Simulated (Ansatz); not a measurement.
Cost and result up the ladder for fac-TiCl3(H2O)3 (TiCl3O3H6) (13 atoms). Charge 0, multiplicity 2. Geometry: B3LYP-D4/def2-SVP.

```xyz
13

Ti   -0.140    0.206    0.539
Cl   -2.027    1.446    0.858
O     1.460   -1.008   -0.414
H     1.436   -1.798    0.158
H     2.249   -0.516   -0.120
Cl   -0.212   -1.619    2.039
O     0.272    1.547   -1.204
H     0.976    2.078   -0.778
H    -0.496    2.139   -1.259
Cl    1.709    1.424    1.364
O    -1.427   -1.208   -0.611
H    -2.306   -0.799   -0.658
H    -1.495   -1.893    0.086
```

Ansatz on 4 threads of Arm Neoverse N1 on a shared host. Times are rough, and most runs start from the orbitals of an earlier one. PBE0-D4/def2-TZVP serves as the yardstick here, not as an exact answer. Differences are given only for rows in sets of like size (and for xTB, whose basis is part of the method), since another set adds its own error. Binding counts from free atoms at the same level (Ti triplet, Cl doublet, O triplet, H doublet; other spins of the atoms weren't run), without zero-point energy or a counterpoise term.

The 6-31G sets use Cartesian d functions. B3LYP takes the VWN-RPA correlation. Correlated methods freeze 23 core orbitals; core or outer-core shells of Ti are correlated, in sets that lack core-valence functions. No other spin state of charge 0 was run.

Correlated methods converge slowly with the basis.

```csv
level,functions,wall time,binding energy per atom (eV),difference from PBE0-D4/def2-TZVP (eV)
HF/6-31G,107,7 s,2.23,–
PBE-D4/def2-SVP,157,21 s,3.70,–
PBE0-D4/def2-SVP,157,24 s,3.56,–
B3LYP-D4/6-31G,107,25 s,3.36,–
MP2/def2-TZVP,285,44 s,3.52,-0.01
PBE0-D4/def2-TZVP,285,2.8 min,3.53,0.00
B97M-V/def2-TZVP,285,3.1 min,3.59,0.06
```
